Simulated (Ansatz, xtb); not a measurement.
Two isomers of C4H3ClO2

Structure a is `Oc1occc1Cl`, a singlet and structure b is `O=C1CC(Cl)=CO1`, a singlet. Both are isolated molecules in the gas phase, relaxed with r2SCAN-D4/def2-SVP; the shapes shown needn't be the lowest conformers.

a (Å):

| atom | x (Å) | y (Å) | z (Å) |
| --- | --- | --- | --- |
| C | -0.1375 | 0.3129 | -0.6895 |
| C | -0.3212 | -0.7728 | 1.1997 |
| C | 0.9388 | -0.2498 | 1.2029 |
| C | 1.0600 | 0.4622 | -0.0351 |
| Cl | 2.4001 | 1.3535 | -0.6586 |
| O | -0.6013 | 0.7448 | -1.8595 |
| O | -0.9790 | -0.4283 | 0.0419 |
| H | 0.1080 | 1.2609 | -2.2735 |
| H | -0.8896 | -1.3817 | 1.8963 |
| H | 1.6950 | -0.3492 | 1.9787 |

b (Å):

```csv
atom,x (Å),y (Å),z (Å)
C,-0.4713,0.4339,-0.9339
C,0.1304,0.9838,0.3549
C,0.9389,-0.1733,0.8390
C,0.8059,-1.1856,-0.0321
Cl,1.8706,-0.1655,2.2793
O,-1.2029,0.9504,-1.7209
O,-0.0182,-0.8685,-1.0930
H,0.7255,1.8874,0.1362
H,-0.6749,1.2892,1.0453
H,1.2289,-2.1883,-0.0402
```

Energies in hartree; the thermal terms are from GFN2-xTB frequencies at re-optimised GFN2-xTB minima (ideal gas, soft modes damped towards free rotors, one conformer each, 298.15 K, 1 atm) and include the zero-point energy:

|  | a | b |
| --- | --- | --- |
| E, CCSD(T)/def2-SVP | −763.104177 | −763.124612 |
| E, MP2/def2-SVP | −763.033854 | −763.049962 |
| E, MP2/def2-TZVPP | −763.812867 | −763.825782 |
| zero-point energy | 0.062651 | 0.062410 |
| H(298 K) − E | 0.069706 | 0.069318 |
| G(298 K) − E | 0.032233 | 0.031978 |

Correct the CCSD(T) difference for the basis set by the MP2 change, then work out ΔE, ΔE₀, ΔH and ΔG for a → b in kcal/mol (1 Eh = 627.51 kcal/mol) and the equilibrium ratio [b]/[a].

1. Differences b − a: CCSD(T) −0.020435, MP2 in the small set −0.016108, MP2 in the large set −0.012915 Eh.
2. ΔE = −0.020435 + (−0.012915 − (−0.016108)) = −0.017242 Eh = −10.82 kcal/mol.
3. ΔE₀ = ΔE + ΔZPE = −0.017242 + (−0.000241) Eh = −10.97 kcal/mol.
4. ΔH = ΔE + (−0.000388) Eh = −11.06 kcal/mol.
5. ΔG = ΔE + (−0.000255) Eh = −10.98 kcal/mol, so ΔS = (ΔH − ΔG)/T = −1.2 J/(mol K).
6. kT = 0.9442 mEh, so K = [b]/[a] = exp(−ΔG/kT) = exp(+18.53) ≈ 1.1 × 10^8.

Structure b is favoured at this temperature. An error of 1 kcal/mol in ΔG would change K by a factor of 5.4. Mirror images and further conformers aren't counted.

As drawn, b has 1 C=O, 2 C–C, 1 C=C, 1 C–O, 1 C–H in place of 2 C∷O, 3 C∷C, 1 O–H (∷ is an aromatic bond). Structure a has a 5-membered ring (with an aromatic ring), b a 5-membered ring.

Other levels gave ΔE = −3.4 (GFN2-xTB); −7.8 (HF/STO-3G, GFN2-xTB geometries); −10.5 (r2SCAN-D4/def2-SVP//GFN2-xTB); −10.2 (r2SCAN-D4/def2-SVP); −13.6 (HF/def2-SVP); −10.1 (MP2/def2-SVP); −12.8 (CCSD(T)/def2-SVP) kcal/mol. The correlated steps freeze 11 core orbitals. Programs: Ansatz 0.2.0, xtb 6.7.1.
